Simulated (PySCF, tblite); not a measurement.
# silanol and 2 × hydrogen fluoride

A gas-phase complex of silanol and 2 × hydrogen fluoride; neutral, singlet. The structure comes from a short search (6 tight-binding starts) and was relaxed by PBE0-D3(BJ)/def2-SVPD; another way of binding may lie lower. Frequencies by PBE0-D3(BJ)/def2-SVPD show no clear imaginary mode.

Parts: 1 = silanol (O[SiH3]), atoms 1–6; 2 = hydrogen fluoride (F), atoms 7–8; 3 = hydrogen fluoride (F), atoms 9–10.

```csv
atom,part,x (Å),y (Å),z (Å)
O1,1,-0.120,-0.618,-0.270
Si2,1,0.307,0.950,0.218
H3,1,-0.133,-1.345,0.370
H4,1,-0.653,1.435,1.248
H5,1,1.689,0.944,0.774
H6,1,0.226,1.763,-1.022
F7,2,-0.622,-3.300,0.135
H8,2,-0.778,-3.114,-0.775
F9,3,-0.837,-2.104,-2.108
H10,3,-0.557,-1.375,-1.541
```

Contacts between parts, classed by geometry: H10···O1 1.542 Å (hydrogen bond, 160°); H8···F9 1.673 Å (hydrogen bond, 154°); H3···F7 2.029 Å (hydrogen bond, 131°).

Interaction energies are complex less parts, with the parts frozen as they stand in it; counterpoise-corrected, in kcal/mol (PySCF).

(1) Give the interaction energy at each level run.

(2) What holds them together? Decompose the wB97M-D3(BJ)/def2-TZVPD energy: frozen parts, their antisymmetrised product, then relaxation.

(3) Are the pair energies additive?

The parts were also relaxed and run alone, at the levels used for the complex: vibrations by PBE0-D3(BJ)/def2-SVPD; shieldings by PBE0/pcSseg-2; core levels by delta-SCF with SCAN, pcX-2 on the ionised atom and pcseg-1 elsewhere, spin-free X2C.

Values alone: F9–H10 bond (Å): 0.920; stretch carried by H10 (cm⁻¹, harmonic): 4151; its infrared intensity (km/mol): 127; shielding of H10 (ppm): 29.19; shielding of O1 (ppm): 323.4; shielding of H8 (ppm): 29.19; shielding of F9 (ppm): 410.9; O1 1s core level (eV): 538.74; F7 1s core level (eV): 694.12; F9 1s core level (eV): 694.12.

(4) How do these values change when the complex forms?

(5) What are the binding energy from relaxed parts (wB97M-D3(BJ)/def2-TZVPD), and ΔH and ΔG of association at 298.15 K and 1 atm?

Answers

(1) 
| level | interaction | superposition error removed |
| --- | --- | --- |
| wB97M-D3(BJ)/def2-TZVPD | -19.45 | -0.22 |
| PBE0-D3(BJ)/def2-TZVPD | -21.04 | -0.22 |
| RI-MP2/def2-TZVPD | -17.35 | -1.67 |

(2) electrostatic -34.9, Pauli repulsion +40.5, orbital relaxation -23.3, dispersion correction -2.0 kcal/mol, which sum to the value before the counterpoise correction; the Pauli term holds the exchange-correlation of the frozen density too. Of the attraction, 58 % is electrostatic, 39 % is orbital relaxation, 3 % is dispersion correction.

(3) The pairs sum to -15.09 kcal/mol (1–2 -3.5, 1–3 -7.8, 2–3 -3.8); the rest of -4.36 is a many-body strengthening.

(4) 
```csv
property,alone,in the complex,change
F9–H10 bond (Å),0.920,0.966,+0.046
"stretch carried by H10 (cm⁻¹, harmonic)",4151,3185,-966
its infrared intensity (km/mol),127,1564,
shielding of H10 (ppm),29.19,20.93,-8.26
shielding of O1 (ppm),323.4,307.8,-15.7
shielding of H8 (ppm),29.19,24.27,-4.92
shielding of F9 (ppm),410.9,369.9,-41.0
O1 1s core level (eV),538.74,539.64,+0.90
F7 1s core level (eV),694.12,693.12,-1.00
F9 1s core level (eV),694.12,692.85,-1.26
```

Density functionals tend to overstate the lengthening and the red shift of so strongly bound an X–H bond.

(5) -17.48 kcal/mol, -12.98 with zero-point energy; ΔH -14.6 and ΔG +2.9 kcal/mol, from harmonic vibrations by PBE0-D3(BJ)/def2-SVPD with low modes damped.
